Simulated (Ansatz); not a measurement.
Reaction (ligand exchange at the Al–C bond): `[CH3][Al]([OH])[F]` + CH₃NH₂ → `C[NH][Al]([OH])[F]` + CH₄

Isolated molecules relaxed with PBE0-D4/def2-TZVP in Ansatz; ΔE leaves out vibrations. CBS: MP2 limit from def2 TZ/QZ plus the TZ coupled-cluster correction, frozen cores. This one scheme is used for every species. DFT in def2-TZVPP. One conformer a species, not always the lowest.

| level | ΔE (eV) |
| --- | --- |
| PBE-D4 | -0.81 |
| PBE0-D4 | -0.84 |
| MP2/def2-TZVPP | -0.93 |
| MP2/CBS(def2) | -0.92 |

(1) What does CCSD(T)/CBS give? (Estimate.)

Largest T1 diagnostic among the species: 0.012.

## Answers

(1) The calculation gave: -0.89 eV. The listed levels differ from it by 0.08, 0.05, -0.04, -0.03 eV.

The D4 term adds −0.04 eV with B3LYP and −0.02 eV with PBE0; it sums over pairs of atoms, weighted by their polarisabilities, and B3LYP, whose exchange is more repulsive, gets the larger term.

B3LYP here is the variant with VWN-RPA as its local correlation; programs differ in this.
